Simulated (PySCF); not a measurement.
A species of formula C4H9B has this rotational fingerprint, computed with PySCF 2.14.0, PBE0-D3(BJ)/def2-SVP geometry optimisation, gas phase:

| Property | Result |
| --- | --- |
| Rotational constants | A = 10095, B = 3625, C = 3148 MHz |
| Dipole components | \|μa\| = 1.42 D, \|μb\| = 0.41 D, \|μc\| = 0.16 D |
| Inertial defect | -28.97 u·Å² |
| κ | -0.86 |

Question: Which structure is it? (One computed conformer of each.)
A. `[BH2:1][C@@H:2]1[CH2:3][C@@H:4]1[CH3:5]` with H–B1–C2–C3 47° and -130°
B. `[BH2:1][CH:2]1[CH2:3][CH2:4][CH2:5]1` with H–B1–C2–C3 -37° and 146°, B1–C2–C3–C4 -148°, C2–C3–C4–C5 16°, C3–C4–C5–C2 -16°, B1–C2–C5–C4 147°
C. `[BH2:1][C@@H:2]1[CH2:3][C@H:4]1[CH3:5]` with H–B1–C2–C3 -151° and 30°
D. `[BH2:1][CH2:2][C:3](=[CH2:4])[CH3:5]` with H–B1–C2–C3 -16° and 167°, B1–C2–C3–C4 -111°
E. `[BH:1]1[CH2:2][CH2:3][CH2:4][CH2:5]1` with C5–B1–C2–C3 -11°, B1–C2–C3–C4 30°, C2–C3–C4–C5 -37°, C3–C4–C5–B1 29°

Answer: C. It is B[C@@H]1C[C@H]1C, an asymmetric top, point group C1. The candidates at the same level (rigid rotor, commonest isotopes):

```csv
SMILES,A (MHz),B (MHz),C (MHz),μa (D),μb (D),μc (D),Δ (u·Å²),point group,rotor
B[C@@H]1C[C@@H]1C,7635,4442,3474,1.01,0.94,0.19,-34.48,C1,asymmetric top
BC1CCC1,9916,4273,3324,0.68,0.01,0.33,-17.18,near Cs,asymmetric top
B1CCCC1,6909,6479,3758,0.00,0.41,0.00,-16.65,C2,asymmetric top
B[C@@H]1C[C@H]1C,10095,3625,3148,1.42,0.41,0.16,-28.97,C1,asymmetric top
BCC(=C)C,7437,3849,2909,0.02,0.30,0.60,-25.54,C1,asymmetric top
```

`B[C@@H]1C[C@@H]1C` has A 24 % too low; `B1CCCC1` has B 79 % too high; `BC1CCC1` has B 18 % too high; `BCC(=C)C` has A 26 % too low. No structure here is proved a minimum.
